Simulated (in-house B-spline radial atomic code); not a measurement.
## TDHF excitations of Sr

Method: TDHF. Computed with a B-spline radial code for spherical atoms: linear response of the closed shell [Kr] 5s2 with bare exchange (time-dependent Hartree-Fock); scalar-relativistic (spin-free one-electron X2C), finite nucleus, no spin-orbit coupling, no double excitations, S, P, D and F terms only; shells from n = 3 respond.

The program warns: unstable towards triplet excitations of multipole 1.

Command:
```bash
python run_td.py task.json out
```
Settings (radii: box in bohr, nucleus in fm):
```
Z                        38
electrons                38
configuration            [Kr] 5s2
hamiltonian              x2c
method                   hf
box_radius               75
rms_radius               4.224
intervals                77
```

Cost of the run: 2.4 s on 1 thread of Arm Neoverse N1 (shared host).

The lowest states, in the order of their Tamm-Dancoff energies; the method's threshold (minus the highest occupied level) is 4.931 eV. Labels give the largest channel, * marks a mixed state, and oscillator strengths are full-response dipole values. Measured ¹D terms are left out, since they can mix with doubly excited terms. Energies in eV:

```json
{"state": "5s → 5p 3P", "full response": "imaginary", "Tamm-Dancoff": "1.058", "oscillator strength": "-", "measured (J-weighted term)": "1.823"}
{"state": "5s → 4d 3D", "full response": "1.810", "Tamm-Dancoff": "1.909", "oscillator strength": "-", "measured (J-weighted term)": "2.263"}
{"state": "5s → 5p 1P", "full response": "2.549", "Tamm-Dancoff": "2.673", "oscillator strength": "1.91", "measured (J-weighted term)": "2.690"}
{"state": "5s → 4d 1D", "full response": "2.739", "Tamm-Dancoff": "2.789", "oscillator strength": "-", "measured (J-weighted term)": "-"}
{"state": "5s → 6s 3S", "full response": "2.881", "Tamm-Dancoff": "2.904", "oscillator strength": "-", "measured (J-weighted term)": "3.600"}
{"state": "5s → 6s 1S", "full response": "?", "Tamm-Dancoff": "?", "oscillator strength": "-", "measured (J-weighted term)": "?"}
{"state": "5s → 6p 3P", "full response": "3.506", "Tamm-Dancoff": "3.521", "oscillator strength": "-", "measured (J-weighted term)": "-"}
{"state": "5s → 5d 3D", "full response": "3.682", "Tamm-Dancoff": "3.687", "oscillator strength": "-", "measured (J-weighted term)": "4.343"}
{"state": "5s → 6p 1P", "full response": "3.702", "Tamm-Dancoff": "3.733", "oscillator strength": "0.127", "measured (J-weighted term)": "-"}
{"state": "5s → 5d 1D", "full response": "?", "Tamm-Dancoff": "?", "oscillator strength": "-", "measured (J-weighted term)": "-"}
```

Task: Where does 5s → 6s 1S lie?

Result: At 3.249 eV in full response, 3.259 eV in Tamm-Dancoff; measured 3.793 eV.

Task: Where does 5s → 5d 1D lie?

Result: At 3.744 eV in full response, 3.749 eV in Tamm-Dancoff.

Task: How large is the singlet-triplet splitting of 5s → 5p (P terms) in Tamm-Dancoff?

Result: 1.61 eV, from the unrounded values.
